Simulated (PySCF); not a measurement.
Geometry:
```csv
atom,x (Å),y (Å),z (Å)
C1,-1.478,1.187,-0.849
C2,-2.172,0.456,0.018
C3,-3.664,0.532,0.140
C4,-1.514,-0.445,0.974
N5,-0.448,-1.093,0.848
Si6,0.768,-1.361,-0.326
C7,2.210,-0.215,0.106
C8,2.081,0.855,0.877
C9,3.532,-0.589,-0.488
H10,-1.960,1.869,-1.529
H11,-0.403,1.147,-0.884
H12,-4.103,-0.457,0.008
H13,-3.943,0.889,1.132
H14,-4.082,1.205,-0.604
H15,-2.057,-0.569,1.917
H16,1.121,-2.763,-0.086
H17,0.453,-1.174,-1.755
H18,2.916,1.502,1.108
H19,1.138,1.129,1.320
H20,3.845,-1.561,-0.111
H21,4.300,0.145,-0.247
H22,3.452,-0.671,-1.571
```

Theoretical values (PySCF 2.14.0 with density-fitted response routines): GFN2-xTB structure, NMR shieldings at PBE0/pcSseg-1/GIAO. No relativistic terms, in vacuum, single conformer, fast rotation and ring inversion assumed for equivalent nuclei.

Chemical shifts δ = σref − σ; TMS for ¹³C (186.93 ppm), all at this level.

Problem. Do the ¹³C shifts follow the atomic charges (in e)? Tabulate both.

Solution. 
```tsv
atoms	hybridisation	δ (ppm)	σ para (ppm)	Hirshfeld	IAO	Mulliken	ESP-fitted
C4	sp2	179.9	-244	+0.06	+0.06	+0.25	+0.44
C2	sp2	147.9	-229	+0.00	-0.02	-0.46	+0.15
C7	sp2	147.9	-227	-0.08	-0.24	-0.61	+0.02
C8	sp2	133.3	-203	-0.10	-0.31	-0.09	-0.39
C1	sp2	124.7	-197	-0.08	-0.29	-0.05	-0.48
C9	sp3	26.5	-85	-0.12	-0.42	-0.19	-0.46
C3	sp3	23.5	-81	-0.11	-0.43	-0.16	-0.51
```

Correlation coefficients of δ with charge over these carbons: Hirshfeld +0.73, IAO +0.83, Mulliken +0.06, ESP-fitted +0.76; with the paramagnetic shielding -1.00. Among the 5 sp2 carbons alone: Hirshfeld +0.89, IAO +0.87, Mulliken +0.32, ESP-fitted +0.95. With so few points, grouped by hybridisation, these coefficients are fragile. Charge is one influence among several: hybridisation and low-lying excitations act through the paramagnetic term.

Shifts are as computed. Against solution values, carbons near 30 ppm lie about +3 ppm off and those near 130 ppm about +5 ppm. Of 1309 compounds with measured shifts, 239 miss one by over three times the rms of a fit or turn the order of signals round; such compounds aren't used in these exercises.
